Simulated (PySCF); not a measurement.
NICS in isomers of C6H10NPS.

Definitions: NICS(0) = −σiso at the ring centroid; NICS(1) = −σiso and NICS(1)zz = −σzz at ±1 Å along the ring normal z. Level: GIAO PBE0/pcSseg-1 (PySCF, non-relativistic, gas phase) on the GFN2-xTB geometries, one conformer each. Atom numbers follow the mapped SMILES.

Task: Order these rings by mean NICS(1)zz, lowest (most negative) first (ppm).
A. ring C2–P3–C4–S5–C6 in `[CH3:1][c:2]1[p:3][cH:4][s:5][c:6]1[N:7]([CH3:8])[CH3:9]`
B. ring C2–P3–C4–C5–S9 in `[CH3:1][c:2]1[p:3][cH:4][c:5]([N:6]([CH3:7])[CH3:8])[s:9]1`
C. ring C5–C6–C7–S8–C9 in `[CH3:1][P:2]([CH3:3])(=[NH:4])[c:5]1[cH:6][cH:7][s:8][cH:9]1`
D. ring C2–C3–P4–C5–S9 in `[CH3:1][c:2]1[cH:3][p:4][c:5]([N:6]([CH3:7])[CH3:8])[s:9]1`

Result: C (-26.9), A (-22.0), B (-18.6), D (-16.8).

| SMILES | ring | NICS(0) | NICS(1) | NICS(1)zz | HOMA | rms pucker (Å) | ring atoms with four or more neighbours |
| --- | --- | --- | --- | --- | --- | --- | --- |
| CP(C)(=N)c1ccsc1 | 5-membered ring with S; formal bonds all aromatic | -12.6 | -11.6 | -26.9 | 0.77 | 0.00 | 0 |
| Cc1pcsc1N(C)C | 5-membered ring with P and S; formal bonds all aromatic | -10.9 | -10.4 | -22.0 | 0.69 | 0.01 | 0 |
| Cc1pcc(N(C)C)s1 | 5-membered ring with P and S; formal bonds all aromatic | -9.8 | -9.2 | -18.6 | 0.72 | 0.01 | 0 |
| Cc1cpc(N(C)C)s1 | 5-membered ring with P and S; formal bonds all aromatic | -9.5 | -8.7 | -16.8 | 0.61 | 0.01 | 0 |

NICS(0) gives the same order. The isotropic NICS(1) gives the same order. Over the 4 rings with a HOMA value its correlation coefficient with NICS(1)zz is -0.82. HOMA uses Krygowski's 1993 parameters. NICS(1) and NICS(1)zz are means over the two faces.
